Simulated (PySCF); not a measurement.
Vertical excitations of a molecule C5H8S from TDDFT-PBE/def2-SVPD (PySCF), as energy in eV (oscillator strength): 3.69 (0.000), 4.87 (0.000), 5.25 (0.002), 5.39 (0.026), 5.50 (0.020), 5.73 (0.155), 5.82 (0.006), 6.03 (0.001), 6.47 (0.000), 6.61 (0.014). Lowest triplet (TDA): 3.46 eV. Geometry: B3LYP-D3(BJ)/def2-SVP. One conformer was computed; it need not be the lowest.

Problem. Identify the compound among the candidates.
(A) C=CC1CSC1
(B) CC#CCCS
(C) C=C[C@@H]1C[C@H]1S
(D) CCC#CCS

Solution. A, C=CC1CSC1
